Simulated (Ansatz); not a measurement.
Conformers of CH₆ClFOSSi₂, SMILES `CO[SiH](F)S[SiH2]Cl`, each relaxed with PBE0-D4/def2-TZVP in Ansatz. CBS adds the triple-zeta coupled-cluster correction to the MP2 limit.

Not all of them had a frequency check.

Conformer A:

Cartesian coordinates in Å:
```
C -1.403 -0.556 1.342
O -0.948 0.168 0.216
Si -0.640 -0.428 -1.258
F -1.882 -0.250 -2.235
S 0.939 0.701 -2.112
Si 1.975 1.158 -0.311
Cl 2.421 -0.531 0.777
H -2.460 -0.343 1.513
H -0.827 -0.239 2.213
H -1.272 -1.635 1.211
H -0.363 -1.876 -1.184
H 3.250 1.771 -0.742
H 1.210 2.059 0.571
```

Conformer B:

Cartesian coordinates in Å:
```
C -0.057 -2.540 -0.995
O -0.942 -1.446 -0.853
Si -0.778 -0.164 0.113
F -0.935 -0.589 1.641
S 1.173 0.655 -0.147
Si 0.827 2.515 0.820
Cl 0.104 3.925 -0.483
H -0.448 -3.185 -1.781
H 0.944 -2.202 -1.281
H 0.010 -3.112 -0.066
H -1.851 0.793 -0.196
H -0.175 2.359 1.897
H 2.128 2.991 1.330
```

Problem. Which is lowest in electronic energy at CCSD(T)/CBS (frozen core, def2 sets), and by how much? (Estimate.)

Solution. Computed: A; B lies 1.0 kJ/mol higher. Gaps under about 2 kJ/mol don't settle the order.

Problem. Give the energies relative to A (kJ/mol) with PBE-D4/def2-TZVPP, B3LYP-D4/def2-TZVPP, r2SCAN/def2-TZVPP, MP2/def2-TZVPP, SCS-MP2/def2-TZVPP, CCSD/def2-TZVPP, HF/def2-QZVPP. (An estimate is asked.)

Solution. Computed: 
```json
{"level": "PBE-D4/def2-TZVPP", "B": "0.8"}
{"level": "B3LYP-D4/def2-TZVPP", "B": "2.1"}
{"level": "r2SCAN/def2-TZVPP", "B": "-0.2"}
{"level": "MP2/def2-TZVPP", "B": "2.1"}
{"level": "SCS-MP2/def2-TZVPP", "B": "1.3"}
{"level": "CCSD/def2-TZVPP", "B": "1.2"}
{"level": "HF/def2-QZVPP", "B": "-2.4"}
```

B3LYP here is the variant with VWN-RPA as its local correlation; programs differ in this.
